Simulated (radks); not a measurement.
The numbers below are computed, except where a source is named.
Ionisation of the nitrogen ion N2+, [He] 2s2 2p1, to [He] 2s2 as the strength of local exchange is varied. Code: a radial shooting solver on a logarithmic mesh with Libxc functionals. Model: Dirac Kohn-Sham, Slater X-alpha exchange (alpha = 2/3 is LDA exchange), no correlation, spin-unpolarised, spherical densities, finite nucleus; open shells are shared between the two j in proportion to 2j + 1; Fermi nuclear charge, rms radius 2.5582 fm.

alpha,E(N2+) (hartree),exchange (hartree),IE (eV),-e of the level emptied (eV),<r> of it (bohr)
0.667,-52.13731,-4.92257,45.578,36.053 (2p3/2),1.144
0.779,-52.96810,-5.80766,47.762,38.138 (2p3/2),1.120
0.787,-53.02776,-5.87153,47.920,38.289 (2p3/2),1.118
0.855,-53.53663,-6.41783,49.273,39.587 (2p3/2),1.104
0.888,-53.78471,-6.68518,49.937,40.224 (2p3/2),1.097

NIST Atomic Spectra Database: 47.445 eV (semi-empirical). The Delta-SCF value meets it near alpha = 0.76. Spin polarisation and multiplet splitting are left out, so open shells lie too high by an amount that depends on their filling.

Beside tabulated values, note that spin-unpolarised runs miss the spin-polarisation part of the exchange energy of open shells.
